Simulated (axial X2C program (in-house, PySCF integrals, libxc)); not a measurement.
Spin–orbit effects down a group: molecules with Sr (ions), MP2

Computed with an in-house relativistic program for diatomic molecules, spin-free (one-electron X2C) or two-component (2c: spin–orbit coupling with atomic mean-field Coulomb and Gaunt terms, which also bring small scalar terms), in Dyall basis sets with cores contracted in-house; open shells are unrestricted.

Basis sets: Br dyall-cv3z, Cl dyall-av3z, F dyall-av3z, I dyall-cv3z, Sr dyall-cv3z. Frozen shells (counts by l): SrF⁺ Sr 4s3p1d, F 1s, 8 electrons correlated; SrCl⁺ Sr 4s3p1d, Cl 2s1p, 8 electrons correlated; SrBr⁺ Sr 4s3p1d, Br 3s2p1d, 8 electrons correlated; SrI⁺ I 4s3p2d, Sr 4s3p1d, 8 electrons correlated. Where the outer core of a metal is frozen, bonds come out longer and ionisation energies lower.

```tsv
molecule	spin-free state	Re (Å)	ωe (cm⁻¹)	De (eV)	2c state	Re 2c (Å)	ωe 2c (cm⁻¹)	De 2c (eV)
SrF⁺	M_S = 0, Λ = 0	2.042	555.0	6.12	Ω = 0	2.042	555.0	6.11
SrCl⁺	?	?	?	?	?	?	?	?
SrBr⁺	M_S = 0, Λ = 0	2.675	254.8	3.81	Ω = 0	2.676	254.7	3.67
SrI⁺	M_S = 0, Λ = 0	2.905	207.7	3.16	Ω = 0	2.907	206.8	2.89
```

Task: Estimate the 2c Re and ωe of SrCl⁺ as the mean of its neighbours in the table.

Result: Re ≈ 2.359 Å, ωe ≈ 404.9 cm⁻¹. The MP2 runs give the row below, so the estimate misses by -0.165 Å and 55.4 cm⁻¹.

| molecule | spin-free state | Re (Å) | ωe (cm⁻¹) | De (eV) | 2c state | Re 2c (Å) | ωe 2c (cm⁻¹) | De 2c (eV) |
| --- | --- | --- | --- | --- | --- | --- | --- | --- |
| SrCl⁺ | M_S = 0, Λ = 0 | 2.524 | 349.5 | 4.42 | Ω = 0 | 2.524 | 349.5 | 4.38 |

Fragments in 2c: Sr+ + F, Sr+ + Cl, Sr+ + Br, I + Sr+. Each entry is the lowest single determinant of a limited PBE0 search at one distance. De goes to single-determinant-based atoms at the same level (for ions the charge split of lowest energy) and is withheld (n/a) where an atom does not fit its ground term or J level. Main or longest-lived isotopes.
